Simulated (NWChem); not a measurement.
Correlation energy of hydrogen bromide (HBr)

SMILES: Br
```xyz
2

Br     0.0000     0.0000     0.0395
H      0.0000     0.0000    -1.3829
```
Charge 0, spin multiplicity 1.

All runs are NWChem calculations. The geometry was optimised at PBE0/def2-SVP, a minimum by its harmonic frequencies.

Basis set: def2-QZVP. Each correlation energy counts from its own Hartree-Fock reference.

The Hamiltonian is non-relativistic. The correlated methods keep 9 core orbitals frozen. No row is a measurement; the coupled-cluster row has its own basis-set and correlation limits.

```csv
method,correlation energy (mHa)
CR-CCSD(T),-378.3
CR-CCSD[T],…
CCSD+T(CCSD),…
CCSD,-369.0
MP2,-365.0
SCS-MP2,…
CCSD(T),-380.0
```

Q: Complete the blanks.

A: 
- CR-CCSD[T], correlation energy (mHa): -378.6
- CCSD+T(CCSD), correlation energy (mHa): -380.4
- SCS-MP2, correlation energy (mHa): -344.9
